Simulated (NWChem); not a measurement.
All runs are NWChem calculations. System: C3H9As, charge 0, spin multiplicity 1, displaced from the optimised geometry. Level: B3LYP/def2-SVP, VWN1-RPA local correlation.

The NWChem input:

```
start mol
memory heap 200 mb stack 900 mb global 1100 mb
geometry units angstroms nocenter noautoz
  C     -0.975044    -0.321465     1.516836
  As     0.111049     0.474703     0.000000
  C     -0.975044    -0.321465    -1.516836
  C      1.584633    -0.919304     0.000000
  H     -1.149917    -1.429491     1.370949
  H     -1.973135     0.205419     1.578890
  H     -0.429917    -0.158135     2.493455
  H     -1.149917    -1.429491    -1.370949
  H     -0.429917    -0.158135    -2.493455
  H     -1.973135     0.205419    -1.578890
  H      1.168286    -1.971184     0.000000
  H      2.232882    -0.778095    -0.915167
  H      2.232882    -0.778095     0.915167
  symmetry group Cs
end
basis spherical
  * library def2-svp
end
dft
  xc b3lyp
  semidirect memsize 60000000 filesize 0
  iterations 100
  grid medium
end
task dft gradient
```

Output (cleaned and shortened):

```
             Northwest Computational Chemistry Package (NWChem) 7.3.0
             --------------------------------------------------------

                                NWChem Input Module
                                -------------------

 Scaling coordinates for geometry "geometry" by  1.889725989
 (inverse scale =  0.529177249)

 Turning off AUTOSYM since
 SYMMETRY directive was detected!

                             Geometry "geometry" -> ""
                             -------------------------

 Output coordinates in angstroms (scale by  1.889725989 to convert to a.u.)

  No.       Tag          Charge          X              Y              Z
 ---- ---------------- ---------- -------------- -------------- --------------
    1 C                    6.0000    -0.97504400    -0.32146500     1.51683600
    2 As                  33.0000     0.11104900     0.47470300     0.00000000
    3 C                    6.0000    -0.97504400    -0.32146500    -1.51683600
    4 C                    6.0000     1.58463300    -0.91930400     0.00000000
    5 H                    1.0000    -1.14991700    -1.42949100     1.37094900
    6 H                    1.0000    -1.97313500     0.20541900     1.57889000
    7 H                    1.0000    -0.42991700    -0.15813500     2.49345500
    8 H                    1.0000    -1.14991700    -1.42949100    -1.37094900
    9 H                    1.0000    -0.42991700    -0.15813500    -2.49345500
   10 H                    1.0000    -1.97313500     0.20541900    -1.57889000
   11 H                    1.0000     1.16828600    -1.97118400     0.00000000
   12 H                    1.0000     2.23288200    -0.77809500    -0.91516700
   13 H                    1.0000     2.23288200    -0.77809500     0.91516700

 Effective nuclear repulsion energy (a.u.)     281.6264081021

            Nuclear Dipole moment (a.u.)
            ----------------------------
        X                 Y               Z
 ---------------- ---------------- ----------------
    -0.0000018897     0.0000132281     0.0000000000

      Symmetry information
      --------------------

 Group name             Cs
 Group number              2
 Group order               2
 No. of unique centers     8

      Symmetry unique atoms

     1    2    4    5    6    7   11   12


 Summary of "ao basis" -> "" (spherical)
 ------------------------------------------------------------------------------
       Tag                 Description            Shells   Functions and Types
 ---------------- ------------------------------  ------  ---------------------
 *                          def2-svp                  on all atoms

                                 NWChem DFT Module
                                 -----------------

 Summary of "ao basis" -> "ao basis" (spherical)
 ------------------------------------------------------------------------------
       Tag                 Description            Shells   Functions and Types
 ---------------- ------------------------------  ------  ---------------------
 C                          def2-svp                 6       14   3s2p1d
 As                         def2-svp                12       32   5s4p3d
 H                          def2-svp                 3        5   2s1p

 Summary of "ao basis" -> "ao basis" (spherical)
 ------------------------------------------------------------------------------
       Tag                 Description            Shells   Functions and Types
 ---------------- ------------------------------  ------  ---------------------
 C                          def2-svp                 6       14   3s2p1d
 As                         def2-svp                12       32   5s4p3d
 H                          def2-svp                 3        5   2s1p

      Symmetry analysis of basis
      --------------------------

        a'         70
        a"         49

            General Information
            -------------------
          SCF calculation type: DFT
          Wavefunction type:  closed shell.
          No. of atoms     :    13
          No. of electrons :    60
           Alpha electrons :    30
            Beta electrons :    30
          Charge           :     0
          Spin multiplicity:     1
          Use of symmetry is: on ; symmetry adaption is: on
          Maximum number of iterations: 100
          AO basis - number of functions:   119
                     number of shells:    57
          Convergence on energy requested:  1.00D-06
          Convergence on density requested:  1.00D-05
          Convergence on gradient requested:  5.00D-04

              XC Information
              --------------
                         B3LYP Method XC Potential
                     Hartree-Fock (Exact) Exchange  0.200
                        Slater Exchange Functional  0.800 local
                    Becke 1988 Exchange Functional  0.720 non-local
              Lee-Yang-Parr Correlation Functional  0.810
                  VWN I RPA Correlation Functional  0.190 local

             Grid Information
             ----------------
          Grid used for XC integration:  medium
          Radial quadrature: Mura-Knowles
          Angular quadrature: Lebedev.
          Tag              B.-S. Rad. Rad. Pts. Rad. Cut. Ang. Pts.
          ---              ---------- --------- --------- ---------
          C                   0.70       49          11.0       434
          As                  1.15      112           8.0       590
          H                   0.35       45          12.0       434
          Grid pruning is: on
          Number of quadrature shells:   435
[...]
 Numeric. integr. density =       60.000032488165

     Total iterative time =      6.5s

                  Occupations of the irreducible representations
                  ----------------------------------------------

                     irrep           alpha         beta
                     --------     --------     --------
                     a'               20.0         20.0
                     a"               10.0         10.0

                       DFT Final Molecular Orbital Analysis
                       ------------------------------------

 Vector   28  Occ=2.000000D+00  E=-3.061200D-01  Symmetry=a'
              MO Center=  3.8D-01, -3.0D-01, -1.7D-11, r^2= 3.5D+00
   Bfn.  Coefficient  Atom+Function         Bfn.  Coefficient  Atom+Function
  ----- ------------  ---------------      ----- ------------  ---------------
    64     -0.313712   4 C  px               26      0.306204   2 As px
    29      0.198669   2 As px               65      0.190510   4 C  py
    23     -0.184573   2 As px               67     -0.176933   4 C  px
     4     -0.170049   1 C  px               50     -0.170049   3 C  px
    63      0.139682   4 C  s                80      0.134961   6 H  s

 Vector   29  Occ=2.000000D+00  E=-3.060904D-01  Symmetry=a"
              MO Center= -4.8D-01, -1.0D-01,  1.7D-11, r^2= 3.5D+00
   Bfn.  Coefficient  Atom+Function         Bfn.  Coefficient  Atom+Function
  ----- ------------  ---------------      ----- ------------  ---------------
    28     -0.314512   2 As pz                6      0.286161   1 C  pz
    52      0.286161   3 C  pz               31     -0.204119   2 As pz
    25      0.189583   2 As pz                9      0.160250   1 C  pz
    55      0.160250   3 C  pz               85      0.145159   7 H  s
    95     -0.145159   9 H  s                 4     -0.128092   1 C  px

 Vector   30  Occ=2.000000D+00  E=-2.339363D-01  Symmetry=a'
              MO Center=  1.0D-01,  4.3D-01,  1.4D-15, r^2= 3.0D+00
   Bfn.  Coefficient  Atom+Function         Bfn.  Coefficient  Atom+Function
  ----- ------------  ---------------      ----- ------------  ---------------
    27      0.383375   2 As py               19      0.376078   2 As s
    30      0.352735   2 As py               18      0.308027   2 As s
    24     -0.233072   2 As py               17     -0.204234   2 As s
    65     -0.157726   4 C  py                3     -0.132900   1 C  s
    49     -0.132900   3 C  s                63     -0.133045   4 C  s

 Vector   31  Occ=0.000000D+00  E= 3.582615D-02  Symmetry=a"
              MO Center= -1.5D-01,  2.7D-01, -3.0D-11, r^2= 4.9D+00
   Bfn.  Coefficient  Atom+Function         Bfn.  Coefficient  Atom+Function
  ----- ------------  ---------------      ----- ------------  ---------------
     3      1.227759   1 C  s                49     -1.227759   3 C  s
    31     -1.110453   2 As pz               76     -0.416440   5 H  s
    91      0.416440   8 H  s                81     -0.328726   6 H  s
    86     -0.330129   7 H  s                96      0.330129   9 H  s
   101      0.328726  10 H  s                28     -0.286161   2 As pz

 Vector   32  Occ=0.000000D+00  E= 3.586064D-02  Symmetry=a'
              MO Center=  2.6D-01,  1.8D-01,  3.0D-11, r^2= 4.9D+00
   Bfn.  Coefficient  Atom+Function         Bfn.  Coefficient  Atom+Function
  ----- ------------  ---------------      ----- ------------  ---------------
    63      1.418936   4 C  s                29     -1.081176   2 As px
     3     -0.709342   1 C  s                49     -0.709342   3 C  s
   106     -0.481374  11 H  s               111     -0.380837  12 H  s
   116     -0.380837  13 H  s                26     -0.278519   2 As px
    30      0.253288   2 As py               67     -0.239469   4 C  px

 Vector   33  Occ=0.000000D+00  E= 4.726553D-02  Symmetry=a'
              MO Center= -2.1D-01, -8.8D-01,  9.1D-14, r^2= 8.3D+00
   Bfn.  Coefficient  Atom+Function         Bfn.  Coefficient  Atom+Function
  ----- ------------  ---------------      ----- ------------  ---------------
     3      1.320274   1 C  s                49      1.320274   3 C  s
    63      1.320184   4 C  s                76     -0.631122   5 H  s
    91     -0.631122   8 H  s               106     -0.631041  11 H  s
    81     -0.601820   6 H  s                86     -0.601640   7 H  s
    96     -0.601640   9 H  s               101     -0.601820  10 H  s

 center of mass
 --------------
 x =   0.03860184 y =   0.16501049 z =   0.00000000

 moments of inertia (a.u.)
 ------------------
         415.074418286260          33.612804738832           0.000000000000
          33.612804738832         551.323805244044           0.000000000000
           0.000000000000           0.000000000000         407.510105305071

     Multipole analysis of the density
     ---------------------------------

     L   x y z        total         alpha         beta         nuclear
     -   - - -        -----         -----         ----         -------
     0   0 0 0     -0.000000    -30.000000    -30.000000     60.000000

     1   1 0 0     -0.068130     -0.034064     -0.034064     -0.000002
     1   0 1 0     -0.290762     -0.145387     -0.145387      0.000013
     1   0 0 1      0.000000      0.000000      0.000000      0.000000

     2   2 0 0    -29.138958   -102.094600   -102.094600    175.050242
     2   1 1 0     -0.454810     11.207882     11.207882    -22.870575
     2   1 0 1     -0.000000     -0.000000     -0.000000      0.000000
     2   0 2 0    -30.977703    -56.671864    -56.671864     82.366025
     2   0 1 1      0.000000      0.000000      0.000000     -0.000000
     2   0 0 2    -29.033057   -104.621595   -104.621595    180.210132

            General Information
            -------------------
          SCF calculation type: DFT
          Wavefunction type:  closed shell.
          No. of atoms     :    13
          No. of electrons :    60
           Alpha electrons :    30
            Beta electrons :    30
          Charge           :     0
          Spin multiplicity:     1
          Use of symmetry is: on ; symmetry adaption is: on
          Maximum number of iterations: 100
          AO basis - number of functions:   119
                     number of shells:    57
          Convergence on energy requested:  1.00D-06
          Convergence on density requested:  1.00D-05
          Convergence on gradient requested:  5.00D-04

              XC Information
              --------------
                         B3LYP Method XC Potential
                     Hartree-Fock (Exact) Exchange  0.200
                        Slater Exchange Functional  0.800 local
                    Becke 1988 Exchange Functional  0.720 non-local
              Lee-Yang-Parr Correlation Functional  0.810
                  VWN I RPA Correlation Functional  0.190 local

             Grid Information
             ----------------
          Grid used for XC integration:  medium
          Radial quadrature: Mura-Knowles
          Angular quadrature: Lebedev.
          Tag              B.-S. Rad. Rad. Pts. Rad. Cut. Ang. Pts.
          ---              ---------- --------- --------- ---------
          C                   0.70       49          11.0       434
          As                  1.15      112           8.0       590
          H                   0.35       45          12.0       434
          Grid pruning is: on
          Number of quadrature shells:   435
          Spatial weights used:  Erf1

          Convergence Information
          -----------------------
          Convergence aids based upon iterative change in
          total energy or number of iterations.
          Levelshifting, if invoked, occurs when the
          HOMO/LUMO gap drops below (HL_TOL):  1.00D-02
          DIIS, if invoked, will attempt to extrapolate
          using up to (NFOCK): 10 stored Fock matrices.

                    Damping( 0%)  Levelshifting(0.5)       DIIS
                  --------------- ------------------- ---------------
          dE  on:    start            ASAP                start
          dE off:    2 iters        100 iters           100 iters

      Screening Tolerance Information
      -------------------------------
          Density screening/tol_rho:  1.00D-10
          AO Gaussian exp screening on grid/accAOfunc:  14
          CD Gaussian exp screening on grid/accCDfunc:  20
          XC Gaussian exp screening on grid/accXCfunc:  20
          Schwarz screening/accCoul:  1.00D-08

                            NWChem DFT Gradient Module
                            --------------------------

  charge          =   0.00
  wavefunction    = closed shell

  Using symmetry

                         DFT ENERGY GRADIENTS

    atom               coordinates                        gradient
                 x          y          z           x          y          z
   1 C      -1.842566  -0.607481   2.866404    0.003961   0.002660  -0.005615
   2 As      0.209852   0.897059   0.000000    0.003845   0.016424   0.000000
   3 C      -1.842566  -0.607481  -2.866404    0.003961   0.002660   0.005615
   4 C       2.994522  -1.737233   0.000000   -0.005553   0.004879   0.000000
   5 H      -2.173028  -2.701346   2.590718   -0.002870  -0.017653  -0.002158
   6 H      -3.728684   0.388186   2.983669   -0.015666   0.008152   0.001186
   7 H      -0.812425  -0.298832   4.711947    0.008336   0.002512   0.015414
   8 H      -2.173028  -2.701346  -2.590718   -0.002870  -0.017653   0.002158
   9 H      -0.812425  -0.298832  -4.711947    0.008336   0.002512  -0.015414
  10 H      -3.728684   0.388186  -2.983669   -0.015666   0.008152  -0.001186
  11 H       2.207740  -3.724998   0.000000   -0.006459  -0.016797   0.000000
  12 H       4.219535  -1.470386  -1.729415    0.010323   0.002076  -0.014222
  13 H       4.219535  -1.470386   1.729415    0.010323   0.002076   0.014222

                 ----------------------------------------
                 |  Time  |  1-e(secs)   |  2-e(secs)   |
                 ----------------------------------------
                 |  CPU   |       0.01   |       5.42   |
                 ----------------------------------------
                 |  WALL  |       0.01   |       5.42   |
                 ----------------------------------------

 Task  times  cpu:       13.7s     wall:       13.7s

 Total times  cpu:       13.8s     wall:       13.8s
```
